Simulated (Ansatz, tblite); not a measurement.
Cost and result up the ladder for BeS2⁻ (the lowest doublet isomer of a short search) (3 atoms). Charge -1, multiplicity 2. Geometry: PBE0-D4/def2-TZVPD.

```xyz
3

Be    0.0000    0.0000    0.0000
S    -1.3978   -0.9284   -0.8196
S     1.3979    0.9284    0.8196
```

Ansatz on 4 threads of Arm Neoverse V2 on a shared host; xTB runs through tblite on one thread. Times are rough, summed over both states, and most runs start from the orbitals of an earlier one. ωB97X-V/def2-TZVPD serves as the yardstick here, not as an exact answer. The other state is a quartet at its own geometry.

The xTB rows come from tblite. HSE06 is defined as in plane-wave codes, on full-range PBE exchange. Correlated methods freeze 10 core orbitals. In CCSD on the charge -1 doublet the largest single amplitude is 0.32, so its Hartree–Fock determinant may place the open shell otherwise than the density functionals do. HOMO above LUMO, or a gap near zero within one spin, warns that the state may not be the lowest or that an electron is smeared out. The structure comes from a short search, and lower isomers may exist.

Run but left out: HF/STO-3G, HF/def2-TZVPD, HF/def2-TZVPPD, MP2/def2-TZVPD, MP2/def2-TZVPPD (doublet: a determinant that CCSD turns far, T1 0.061).

Correlated methods converge slowly with the basis.

xTB has no spin-polarisation term.

```csv
level,functions,wall time,quartet − doublet (eV),difference from ωB97X-V/def2-TZVPD (eV),remarks
GFN1-xTB,22,0.003 s,3.33,0.41,–
GFN2-xTB,22,0.009 s,3.92,1.00,–
PBE-D4/def2-TZVPD,114,3.7 s,2.66,-0.26,"HOMO above zero (quartet), gap within one spin near zero (doublet)"
HSE06-D4/def2-TZVPD,114,4.9 s,2.72,-0.20,HOMO above zero (quartet)
RPA@PBE/def2-TZVPD,114,7.6 s,2.79,-0.13,–
PBE0-D4/def2-TZVPD,114,8 s,2.71,-0.20,HOMO above zero (quartet)
BHLYP-D4/def2-TZVPD,114,8.7 s,2.93,0.01,–
r2SCAN-D4/def2-TZVPD,114,12 s,2.69,-0.23,HOMO above zero (quartet)
r2SCANh-D4/def2-TZVPD,114,14 s,2.69,-0.23,HOMO above zero (quartet)
r2SCAN0-D4/def2-TZVPD,114,14 s,2.69,-0.22,–
CCSD(T)/def2-TZVPPD,124,16 s,2.76,-0.16,"large T1 (0.060) (quartet), large T1 (0.061) (doublet)"
ωB97X-V/def2-TZVPD (with forces),114,33 s,2.92,0.00,–
```
